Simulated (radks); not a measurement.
Question: Charge is removed step by step from the 2s level of neutral carbon, starting from [He] 2s2 2p2. Code: a radial shooting solver on a logarithmic mesh with Libxc functionals. Model: scalar-relativistic Kohn-Sham, SCAN, spin-unpolarised, spherical densities, finite nucleus; meta-GGA in the generalised Kohn-Sham scheme; Fermi nuclear charge, rms radius 2.4702 fm. At the starting occupation the eigenvalue is -14.529 eV. Estimate the energy to remove one whole electron from this level, the eigenvalue at the end, and how far E(n) bends from a straight line.

Answer: Delta-SCF 20.392 eV; final eigenvalue -26.549 eV; the deviation from the straight line is -1.508 eV at 0.5 electron removed, the largest on the grid computed. Slater's transition state (half an electron removed) gives 20.325 eV. Integrating minus the eigenvalue over the occupation (Janak's theorem) gives 20.398 eV. In this scalar-relativistic scheme the density is built from large components alone, so the theorem holds only approximately. The mean slope of the eigenvalue, de/dn, is 12.0 eV per electron.
